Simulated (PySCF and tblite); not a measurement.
C7H8FNO, numbered as in [N:1]#[C:2][C@@:3]1([F:4])[CH2:5][CH2:6][CH2:7][C@@H:8]2[O:9][C@H:10]12.

Free energies: PBE0-D3(BJ)/pcSseg-1 on GFN2-xTB structures plus GFN2-xTB thermal terms, symmetry and mirror images included. Conformers within 2.5 kcal/mol (GFN2-xTB free energy) were kept, 3 at most. GIAO shieldings: PBE0/pcSseg-1. Shifts are against TMS (¹H), TMS (¹³C), CFCl3 (¹⁹F), NH3 (¹⁵N) at the same level; of two unlike H on one atom, a is the less shielded. Codes: tblite and PySCF.

**Question.** What shifts does this protocol give at 298.15 K under fast conformational exchange?

**Answer.** ¹H: 3.29 (H10, 1H), 3.13 (H8, 1H), 2.17 (H5a, 1H), 1.95 (H5b, 1H), 1.81 (H7a, 1H), 1.78 (H7b, 1H), 1.75 (H6a, 1H), 1.63 (H6b, 1H) ppm. ¹³C: 122.3 (C2), 91.0 (C3), 54.8 (C10), 54.1 (C8), 33.7 (C5), 26.8 (C7), 24.8 (C6) ppm. ¹⁹F: -182.0 (F4) ppm. ¹⁵N: 314.7 (N1) ppm.

**Question.** How do the conformers differ?

**Answer.** The 6-ring runs over atoms 3–5–6–7–8–10.
| conformer | shape | weight % |
| --- | --- | --- |
| 1 | 6-ring half-chair (ring torsions 67, -43, 11, -2, 24, -56°) | 95.5 |
| 2 | 6-ring envelope (ring torsions -66, 58, -25, 0, -6, 38°) | 4.2 |
| 3 | 6-ring boat (ring torsions -11, 53, -47, -2, 45, -37°) | 0.3 |

| signal | 1 | 2 | 3 | average |
| --- | --- | --- | --- | --- |
| H5a | 2.16 | 2.37 | 2.39 | 2.17 |
| H5b | 1.98 | 1.45 | 2.40 | 1.95 |
| H6a | 1.77 | 1.31 | 1.48 | 1.75 |
| H6b | 1.61 | 1.98 | 2.02 | 1.63 |
| H7a | 1.79 | 2.27 | 2.00 | 1.81 |
| H7b | 1.80 | 1.48 | 2.15 | 1.78 |
| H8 | 3.14 | 3.08 | 3.11 | 3.13 |
| H10 | 3.29 | 3.22 | 3.32 | 3.29 |
| C2 | 122.3 | 123.8 | 123.5 | 122.3 |
| C3 | 91.3 | 84.8 | 89.6 | 91.0 |
| C5 | 33.4 | 40.3 | 35.3 | 33.7 |
| C6 | 25.2 | 16.4 | 16.3 | 24.8 |
| C7 | 26.7 | 29.0 | 25.1 | 26.8 |
| C8 | 54.3 | 50.2 | 50.6 | 54.1 |
| C10 | 54.9 | 51.9 | 53.9 | 54.8 |
| F4 | -181.7 | -188.2 | -176.1 | -182.0 |
| N1 | 314.9 | 310.9 | 311.7 | 314.7 |

**Question.** Which signal moves most, for its nucleus, between 250 and 350 K through the change of populations alone?

**Answer.** C6: 25.0 ppm at 250 K, 24.8 ppm at 298.15 K, 24.5 ppm at 350 K.

Unscaled ¹⁹F and ¹⁵N shifts at such levels can be off by tens of ppm; differences between conformers or isomers are more reliable. Shifts are unscaled: against experiment ¹³C can be off by 15 ppm or more and ¹H by 0.8 ppm.


¹⁵N shifts are against a computed isolated NH3 molecule, about 20 ppm from the liquid.

Conformer gaps in pcSseg-1 on xTB geometries can be 2 kcal/mol off for S=O, P=O and other polar bonds.